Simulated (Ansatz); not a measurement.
Potential energy curve for trigermane, H₈Ge₃, SMILES [GeH3][GeH2][GeH3], singlet. The Ge1–H11 bond (Ge1 also carries Ge, H, H; H11 carries nothing else) is pulled apart rigidly from the PBE0/def2-SVP optimised geometry.

Level of theory: CCSD(T) on UHF/cc-pVDZ, cores with 3d frozen run with Ansatz (a quantum-chemistry and plane-wave program).

Relative to R = 1.54 Å, what are the energies at R = 1.44, 1.89, 3.23, 3.76 Å?

10.8 kJ/mol at 1.44 Å, 59.6 kJ/mol at 1.89 Å, 328.7 kJ/mol at 3.23 Å, 341.9 kJ/mol at 3.76 Å.

The unrestricted determinant behind UCCSD(T) is spin-contaminated at 2.27 to 4.44 Å (<S²> up to 1.0, against 0.00 for a pure singlet).
